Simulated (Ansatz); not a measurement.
Task: Predict a relaxed structure of AlF3 (the lowest singlet isomer of a short search), charge 0, singlet, at PBE-D4/def2-TZVP (Ansatz).

Result: 
```xyz
4

Al    0.000    0.000    0.000
F    -1.143   -0.372   -1.126
F     0.071   -0.845    1.412
F     1.072    1.218   -0.286
```
Point group D3h (tolerance 0.1 Å). This is one stationary point.

The structure comes from a short search, and lower isomers may exist.
